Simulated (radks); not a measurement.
Results of a calculation; reference values are marked as such.
Ionisation of neutral lanthanum, [Xe] 5d1 6s2, to [Xe] 5d2 as the strength of local exchange is varied. Code: a radial shooting solver on a logarithmic mesh with Libxc functionals. Model: scalar-relativistic Kohn-Sham, Slater X-alpha exchange (alpha = 2/3 is LDA exchange), no correlation, spin-polarised, spherical densities, finite nucleus; open shells are filled with parallel spins first (spin-orbit coupling, left out, can overturn this in heavy ions); Fermi nuclear charge, rms radius 4.855 fm.

alpha  E(La) (hartree)  exchange (hartree)  IE (eV)  -e of the level emptied (eV)  <r> of it (bohr)
0.603       -8462.7350           -172.4902    5.090                    2.517 (6s)             4.692
0.667       -8481.1162           -191.1868    5.099                    2.753 (6s)             4.611
0.709       -8493.1992           -203.4968    5.099                    2.915 (6s)             4.559
0.73        -8499.2468           -209.6639    5.097                    2.998 (6s)             4.533
0.819       -8524.9218           -235.8891    5.076                    3.361 (6s)             4.426
0.82        -8525.2107           -236.1846    5.075                    3.365 (6s)             4.424
0.899       -8548.0622           -259.5848    5.038                    3.706 (6s)             4.333
1.047       -8591.0260           -303.7273    4.924                    4.386 (6s)             4.170

NIST Atomic Spectra Database: 5.577 eV (measured). The central value is not met in this range of alpha. Open shells are spherical and high-spin; term and fine-structure splittings are not resolved. Spin-orbit splitting is averaged out at the scalar-relativistic level.
